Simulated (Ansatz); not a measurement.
`BOBF` + `[AlH2][SiH2][SiH3]` → `BOB[SiH2][AlH2]` + `F[SiH3]`  (redistribution)

Computed with Ansatz on PBE0-D4/def2-TZVP structures; ΔE is electronic, products minus reactants. CBS: MP2 limit from def2 TZ/QZ plus the TZ coupled-cluster correction, frozen cores. This one scheme is used for every species. Functionals use def2-TZVPP. B3LYP here is the variant with VWN-RPA as its local correlation; programs differ in this. HSE06 is defined as in plane-wave codes. One conformer a species, not always the lowest.

```
             level  ΔE (kJ/mol)  difference from CCSD(T)/CBS
       LDA (SPW92)         53.3                          1.0
            PBE-D4         52.0                         -0.3
         revPBE-D4         52.3                          0.0
           BLYP-D4         42.3                        -10.0
         r2SCAN-D4         52.5                          0.2
            B97M-V         56.2                          3.9
           PBE0-D4         58.8                          6.5
          B3LYP-D4         48.1                         -4.2
        r2SCANh-D4         54.9                          2.6
          HSE06-D4         58.8                          6.5
          BHLYP-D4         54.4                          2.1
      CAM-B3LYP-D4         49.6                         -2.7
           ωB97M-V         54.6                          2.3
            B2PLYP         50.1                         -2.2
          PBE-QIDH         60.4                          8.1
               PBE         51.3                         -1.0
            revPBE         50.5                         -1.8
              BLYP         40.6                        -11.7
            r2SCAN         52.6                          0.3
              PBE0         58.3                          6.0
             B3LYP         46.7                         -5.6
           r2SCANh         55.0                          2.7
           r2SCAN0         58.2                          5.9
             BHLYP         52.4                          0.1
         CAM-B3LYP         49.0                         -3.3
           LC-ωPBE         56.6                          4.3
RPA@PBE/def2-TZVPP         56.1                          3.8
       HF/def2-SVP         81.8                         29.5
      MP2/def2-SVP         80.5                         28.2
     CCSD/def2-SVP         80.3                         28.0
     HF/def2-TZVPP         59.4                          7.1
SCS-MP2/def2-TZVPP         52.7                          0.4
   CCSD/def2-TZVPP         58.0                          5.7
CCSD(T)/def2-TZVPP         57.7                          5.4
     HF/def2-QZVPP         57.1                          4.8
    MP2/def2-QZVPP         51.5                         -0.8
SCS-MP2/def2-QZVPP         49.3                         -3.0
      HF/CBS(def2)         56.8                          4.5
     MP2/CBS(def2)         49.9                         -2.4
    CCSD/CBS(def2)         52.7                          0.4
       CCSD(T)/CBS         52.3                            0
```

Largest T1 diagnostic among the species: 0.017.

From PBE to PBE0 (25 % exact exchange), in def2-TZVPP and without D4, ΔE moves by +7.0 kJ/mol. Leaving LDA and LC-ωPBE aside and taking each functional with its dispersion term where it has one, the values spread over 18.1 kJ/mol, from BLYP-D4 to PBE-QIDH.
